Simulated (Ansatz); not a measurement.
Program: Ansatz. Geometries: PBE0-D4/def2-TZVP. ΔE: electronic, gas phase. CCSD(T)/CBS adds triple-zeta CCSD(T) − MP2 to the extrapolated MP2 energy (def2 sets, frozen cores). This one scheme is used for every species. DFT in def2-TZVPP. No spin–orbit coupling; open shells (•) take unrestricted orbitals. def2 core potentials past Kr. For Br, In outer-core shells are correlated without core-valence functions, which leaves a few kJ/mol of doubt a bond. Scalar relativity is left out up to krypton. Each species was taken in one conformer, which may not be the lowest.

Consider the homolysis of the In–O bond: `[OH][InH][Br]` → `[Br][InH]`• + `[OH]`•.

```tsv
species	PBE-D4 energy (Eh)
`[OH][InH][Br]`	-2840.35248
`[Br][InH]`•	-2764.52836
`[OH]`•	-75.68338
```

Task: Work out ΔE.

Result: ΔE = (-2764.52836) + (-75.68338) − (-2840.35248) = 0.14074 Eh = +369.5 kJ/mol. CCSD(T)/CBS gives +390.1 kJ/mol.

Largest T1 diagnostic among the species: 0.015.

Leaving LDA and LC-ωPBE aside and taking each functional with its dispersion term where it has one, the values, not all of them listed here, spread over 46.8 kJ/mol, from BHLYP-D4 to ωB97X-V. LDA lies +74.9 kJ/mol from PBE without D4, its usual overbinding. The D4 term adds +5.2 kJ/mol with B3LYP and +2.9 kJ/mol with PBE0; it sums over pairs of atoms, weighted by their polarisabilities, and B3LYP, whose exchange is more repulsive, gets the larger term.

B3LYP here is the variant with VWN-RPA as its local correlation; programs differ in this.
